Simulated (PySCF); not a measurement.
N-methyl-N-silylethenamine (C3H9NSi), SMILES [SiH3]N(C)C=C.

Geometry optimised at B3LYP-D3(BJ)/def2-SVP. One conformer was computed; it need not be the lowest.

The numbers are results of CAM-B3LYP/def2-TZVP (PySCF), not measurements.

Computed frontier levels, gap, dipole moment and polarisability:
| Property | Value |
|---|---|
| highest occupied level | -7.23 eV |
| lowest empty level | 1.53 eV |
| orbital gap | 8.77 eV |
| dipole moment | 0.295 e·Å |
| quadrupole, principal values (traceless, Buckingham form, about the centre of nuclear charge) | -4.24, 0.33, 3.90 D·Å |
| mean static polarisability | 71.7 bohr³ (10.63 Å³) |
| polarisability, principal values | 55.6, 71.8, 87.7 bohr³ |
